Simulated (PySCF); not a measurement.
The multiplicity is imposed and other spin states were not computed.

Cartesian coordinates (Å):
```xyz
6

Cd    -0.0036     0.2482     0.1609
N      1.6282    -0.7099     0.8919
H      1.3598    -1.5171     1.4734
H      2.1767    -0.0958     1.5115
S     -1.8098     1.3161    -0.9073
H     -1.3047     1.0793    -2.1526
```
Charge 0, spin multiplicity 1.

### Question
Estimate the HOMO–LUMO gap, LUMO and HOMO that TPSSh-D3(BJ)/def2-TZVP // PBE-D3(BJ)/def2-SVP in PySCF 2.14.0 returns for this input.

### Answer

```yaml
HOMO–LUMO gap: 4.95 eV
LUMO: -1.43 eV
HOMO: -6.38 eV
```
